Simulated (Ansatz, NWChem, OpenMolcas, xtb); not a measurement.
## Ligand exchange: CH3K + GaH(CH3)(NH2) → KNH2 + GaH(CH3)2

Gas-phase species: CH3K `[CH3][K]`, singlet; GaH(CH3)(NH2), singlet; KNH2 `[NH2][K]`, singlet; GaH(CH3)2, singlet. The partners trade CH3 for NH2: K–CH3 and Ga–NH2 bonds give way to K–NH2 and Ga–CH3.

Shapes, held fixed at every level: PBE0-D4/def2-TZVP. Programs: Ansatz 0.2.0, NWChem 7.3.0, OpenMolcas 26.06, xtb 6.7.1. A level may come from different programs for different species; with the same settings they agree closely. Electronic energies: no zero-point or thermal term.

(1) Estimate ΔE of this reaction.

Results:

(1) The highest level, CCSD(T)/def2-TZVPP, gives ΔE = -2.8 kJ/mol; the levels span -17.6 to +26.5. That is about zero within the method's error. They disagree on the sign: 2 of 9 are positive. The column of differences is taken from that level and isn't an error. No measured value is set beside it here. Relativity is left out for Ga. Outer-core shells of Ga, K are correlated, in sets that cover them unevenly.

```json
{"level": "GFN1-xTB", "kind": "semi-empirical", "ΔE (kJ/mol)": "+26.5", "less CCSD(T)/def2-TZVPP": "+29.3"}
{"level": "B3LYP/6-31G* (spherical functions)", "kind": "global hybrid", "ΔE (kJ/mol)": "-17.6", "less CCSD(T)/def2-TZVPP": "-14.8"}
{"level": "BHLYP-D4/def2-TZVPP", "kind": "global hybrid", "ΔE (kJ/mol)": "-5.2", "less CCSD(T)/def2-TZVPP": "-2.4"}
{"level": "r2SCAN0-D4/def2-TZVPP", "kind": "global hybrid", "ΔE (kJ/mol)": "-9.3", "less CCSD(T)/def2-TZVPP": "-6.5"}
{"level": "wB97M-V/def2-TZVPP", "kind": "range-separated hybrid", "ΔE (kJ/mol)": "-5.8", "less CCSD(T)/def2-TZVPP": "-3.0"}
{"level": "B2PLYP/def2-TZVPP", "kind": "double hybrid", "ΔE (kJ/mol)": "-2.6", "less CCSD(T)/def2-TZVPP": "+0.2"}
{"level": "MP2/def2-TZVPP", "kind": "perturbation theory", "ΔE (kJ/mol)": "-6.3", "less CCSD(T)/def2-TZVPP": "-3.5"}
{"level": "CCSD(T)/def2-SVP", "kind": "coupled cluster or CI", "ΔE (kJ/mol)": "+14.4", "less CCSD(T)/def2-TZVPP": "+17.2"}
{"level": "CCSD(T)/def2-TZVPP", "kind": "coupled cluster or CI", "ΔE (kJ/mol)": "-2.8", "less CCSD(T)/def2-TZVPP": "0.0"}
```
